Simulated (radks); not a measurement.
Q: The mean radii <r> (bohr) of the occupied orbitals of an atom or ion are listed with their occupations. All-electron calculation, Dirac Kohn-Sham, B86b exchange with PBE correlation, spin-unpolarised, spherical densities, point nucleus. Program: a radial shooting solver on a logarithmic mesh with Libxc functionals.

| orbital | occ. | <r> |
|---|---|---|
| 1s1/2 | 2 | 0.04859 |
| 2s1/2 | 2 | 0.2176 |
| 2p1/2 | 2 | 0.1883 |
| 2p3/2 | 4 | 0.1918 |
| 3s1/2 | 2 | 0.6516 |
| 3p1/2 | 2 | 0.6718 |
| 3p3/2 | 4 | 0.6826 |
| 3d3/2 | 4 | 0.8068 |
| 3d5/2 | 6 | 0.8133 |
| 4s1/2 | 2 | 2.341 |
| 4p1/2 | 0.333333 | 3.365 |
| 4p3/2 | 0.666667 | 3.434 |

Name the element and its charge. Open shells, if any, are shared by 2j + 1.

A: Z = 31, gallium, charge 0: Ga in [Ar] 3d10 4s2 4p1. The 1s radius gives Z: for a bare nucleus <r> = (2 gamma + 1)/(2Z) with gamma = sqrt(1 - (Z/c)^2), 0.04755 bohr for Z = 31, and screening makes it slightly larger (0.04859 here). The occupations add up to 31, and the charge is Z minus that.
